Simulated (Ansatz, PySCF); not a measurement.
CH₂O, SMILES [H]/[O+]=[C-]/[H].

Geometry optimised at ωB97X-D3(BJ)/def2-TZVPD.

Two levels are set side by side: PBE/def2-TZVPD (Ansatz, a first-principles code) and EOM-CCSD/aug-cc-pVDZ (PySCF). PBE by ΔSCF, the other level by its IP root; same geometry, the bases differ. Differences are taken from unrounded values.

| quantity | PBE |
|---|---|
| vertical ionisation energy (eV) | 9.28 |

Question: These are the PBE values. What does EOM-CCSD give? (The exact figures need the calculation; the answer reports its results.)

Answer: 
```csv
quantity,EOM-CCSD,PBE minus EOM-CCSD
vertical ionisation energy (eV),9.38,-0.10
```

On these quantities the two levels nearly agree.
